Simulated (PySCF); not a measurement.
Bonds (- single, = double, # triple, : aromatic): F1-C2 1.300 Å, C2-F3 1.301 Å, C2=C4 1.336 Å, C4-F5 1.328 Å, C4-C6 1.500 Å, C6-F7 1.332 Å, C6-F8 1.332 Å, C6-F9 1.328 Å.

PySCF 2.14 calculation with NMR shieldings at KT2/pcSseg-2/GIAO and PBE0-D3(BJ)/def2-SVP structure; a single conformation, in vacuum, fast rotation and ring inversion assumed for equivalent nuclei, no relativistic terms.

δ = σ(ref) − σ, references computed at the same level: TMS for ¹³C (σref 182.28); ¹⁹F (σref 136.34) vs CFCl3.

```csv
atoms,nucleus,count,δ (ppm)
F3,¹⁹F,1,-116.3
C4,¹³C,1,124.7
F1,¹⁹F,1,?
C6,¹³C,1,129.9
F5,¹⁹F,1,-225.2
F7/F8/F9,¹⁹F,3,-101.4
C2,¹³C,1,?
```

Complete the table.

Answers


- C2: 161.4 ppm, fully substituted alkene carbon; the olefinic region
- F1: -129.4 ppm, vinylic fluorine

Shifts are as computed. Against solution values, carbons near 30 ppm lie about +3 ppm off and those near 130 ppm about -1 ppm. Of 1211 compounds with measured shifts, 218 miss one by over three times the rms of a fit or turn the order of signals round; such compounds aren't used in these exercises. Unscaled 19F shifts against computed CFCl3 carry errors that often reach 10 to 50 ppm.
